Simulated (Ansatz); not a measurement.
Molecule: CHBr2, net charge 0, doublet state. It need not be the lowest isomer of its formula. 
Coordinates optimised at B3LYP-D3(BJ)/def2-TZVP (Ansatz, a quantum-chemistry and plane-wave program):
```
C
H 1 1.0789
Br 1 1.8652 2 116.50
Br 1 1.8652 2 116.50 3 152.18
```
Charge 0, spin multiplicity 2.

Parts of the frozen-core correlation energy in cc-pVDZ (Ansatz, hartree). Frozen orbitals: 29; correlated occupied orbitals by spin: 10 and 9; virtual: 34 and 35. Open shells are spin-unrestricted. Spin-orbit coupling is left out. No relativistic terms.

```
term                             value
-------------------------  -----------
reference (HF)             -5183.16665
MP2 opposite-spin             -0.25229
MP2 same-spin                      ___
CCSD correlation                   ___
(T)                                ___
T1 diagnostic                    0.018
largest doubles amplitude        0.047
<S^2> of the reference           0.771
```

**Question.** Complete the blanks.

**Answer.** 
- MP2 same-spin, value: -0.09342
- CCSD correlation, value: -0.37754
- (T), value: -0.01042
